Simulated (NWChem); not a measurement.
Correlation energy of GeSe

```xyz
2

Ge     0.0000     0.0000     1.1173
Se     0.0000     0.0000    -1.0516
```
Charge 0, spin multiplicity 1.

Program: NWChem. All single points use one geometry, from PBE/def2-SVP, a minimum by its harmonic frequencies.

Basis set: 6-311G**. Each correlation energy counts from its own Hartree-Fock reference.

The Hamiltonian is non-relativistic. The correlated methods keep 18 core orbitals frozen. The Pople sets run with spherical d functions. The structure started from a generated list of species. Coupled-cluster values serve here as a point of comparison, not as the truth.

Q: Order these methods by the correlation energy they give, lowest first: CR-CCSD(T), CCSD, SCS-MP2, CCSD(T).

A: CCSD(T) (-500.4 mHa), CR-CCSD(T) (-495.5 mHa), CCSD (-480.9 mHa), SCS-MP2 (-446.2 mHa)
